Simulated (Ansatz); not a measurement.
# InF (SMILES [F][In]): the energy, rung by rung

InF has 2 atoms, charge 0, and is taken as a singlet. SMILES: `[F][In]`. Geometry: a GFN2-xTB relaxation, a rough one for these elements and not checked as a minimum.

```xyz
2

F     0.0000    0.0000    0.0000
In    0.0000    0.0000    2.0255
```

Each level gives the energy change with the F1–In2 bond stretched from 2.025 to 3.987 Å (eV). The values are calculated.

```csv
level,kind,program,value (eV),CPU time (all runs)
HF/STO-3G (restricted),Hartree–Fock,Ansatz,8.30,0.74 s
SVWN5/STO-3G (restricted),LDA,Ansatz,6.71,2.2 s
BLYP/STO-3G (restricted),GGA,Ansatz,6.37,3.4 s
r2SCAN/STO-3G (restricted),meta-GGA,Ansatz,6.58,9.8 s
BHLYP/STO-3G (restricted),global hybrid,Ansatz,7.50,2.5 s
PBE0/STO-3G (restricted),global hybrid,Ansatz,7.03,2.5 s
r2SCAN0/STO-3G (restricted),hybrid meta-GGA,Ansatz,7.14,6.2 s
wB97M-V/STO-3G (restricted),range-separated hybrid,Ansatz,7.73,23 s
MP2/STO-3G (restricted),perturbation theory,Ansatz,5.29,1.1 s
CCSDT(Q)/STO-3G (restricted),coupled cluster or CI,Ansatz,4.29,2 s
```

All-electron rows without a relativistic Hamiltonian named are non-relativistic. The first shape isn't each level's own minimum. The values span 4.29 to 8.30 eV. All rows use very small basis sets, so even the best lies far from the true value. In the correlated wave-function rows the outer d shell of In is correlated, in sets not made for it. CPU times are rough (shared hosts, several kinds of processor): they show what a rung costs within a factor of a few.
